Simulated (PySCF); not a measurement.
# Bond lengths and vibrations by method: AlB2FH3 cation

Calculated results; nothing here was measured. They come from PySCF 2.14.0, an open-source quantum chemistry program, on an isolated molecule that a program drew, which may never have been made. The molecule is AlB2FH3 cation (charge +1, singlet), drawn as the SMILES string `F[B+][BH][AlH2]`.

The geometry was optimised and harmonic frequencies were computed with HF and MP2, all in the cc-pV(D+d)Z basis, for the commonest isotopes, with a restricted reference for singlets and an unrestricted one otherwise, and a frozen core in MP2. Each result is a local minimum of its method.

Geometry at the HF minimum:
```xyz
7
AlB2FH3 cation, angstrom
F    -1.7677    2.6827   -4.7006
B    -0.8148    2.1507   -4.1377
B     0.4480    1.4371   -3.2435
Al    0.5596    1.2500   -1.0473
H     1.3162    1.0242   -3.9540
H     1.2579    2.4573   -0.3424
H    -0.0649   -0.0698   -0.4903
```

Lengths of the bonds as drawn, in Å (atoms numbered as above):
```
  bond     HF    MP2
 F1-B2  1.228  1.249
 B2-B3  1.704  1.689
B3-Al4  2.207  2.198
 B3-H5  1.195  1.204
Al4-H6  1.563  1.564
Al4-H7  1.563  1.564
```

Rotational constants, in GHz:
```
constant     HF    MP2
       A  22.99  21.97
       B  1.849  1.883
       C   1.76  1.785
```

Harmonic frequencies in cm^-1, each column in rising order, so a row needn't be the same motion in every method:
```
rank    HF   MP2
   1   102    93
   2   116   128
   3   326   297
   4   344   328
   5   370   364
   6   444   432
   7   625   600
   8   710   676
   9   711   728
  10   777   740
  11   904   828
  12  1715     ?
  13  2056  2022
  14  2082  2057
  15  2759  2701
```

**Estimate the missing MP2 frequency from the HF column.**

A single factor s that minimises the squared misfit of MP2 against s times HF over the other rows is sum(HF x MP2) / sum(HF^2) = 0.9781, with an rms misfit of 21 cm^-1. For rank 12 it gives 0.9781 x 1715 = 1677 cm^-1. The calculation gives 1649 cm^-1, 28 cm^-1 below the estimate. The drawn bonds are on average 0.2 % longer in MP2 than in HF.
